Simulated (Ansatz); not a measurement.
```yaml
crystal:
  periodic: [true, true, true]
  atoms:
    - {symbol: N, position_ang: [-1.816395, -0.871998, 1.072596]}
    - {symbol: C, position_ang: [-0.892449, -0.708922, 0.337085]}
    - {symbol: S, position_ang: [1.861467, -1.370722, -0.105880]}
    - {symbol: B, position_ang: [0.242157, -0.557738, -0.595215]}
    - {symbol: In, position_ang: [0.412554, 1.723566, -0.154981]}
    - {symbol: H, position_ang: [-2.223099, -0.232129, 1.740632]}
    - {symbol: H, position_ang: [1.537028, -2.630271, -0.445510]}
    - {symbol: H, position_ang: [-0.097492, -0.436414, -1.749220]}
    - {symbol: H, position_ang: [-0.910323, 2.610085, 0.535718]}
    - {symbol: H, position_ang: [1.886532, 2.474544, -0.635226]}
basis:
  gaussian: {orbitals: STO-3G, point_charges: [{charge: 0.50, position_ang: [4.528, -0.603, 0.824]}]}
hamiltonian: {xc: {name: HSE06}, pseudopotentials: {relativity: none}}
```

```sh
$ ansatz run in.yaml --threads 4 --pin off --events-out ev --progress --plain --max-ram 10444MiB
```

It prints (some lines left out):

```
Error: YAML parse error: error: line 2 column 3: crystal: missing field `lattice` (a structure is typed as `lattice` and `atoms`, a molecule's as `atoms` in Å alone, or read from a run's directory, `checkpoint`)
 --> <input>:2:3
1 | crystal:
2 |   periodic: [true, true, true]
3 |   atoms:
4 |     - {symbol: N, position_ang: [-1.816395, -0.871998, 1.072596]}
```

(1) Something in this input is off. What?

Answers

(1) The molecule is marked periodic without a cell. The program refused the input.

HSE06 is defined as in plane-wave codes.
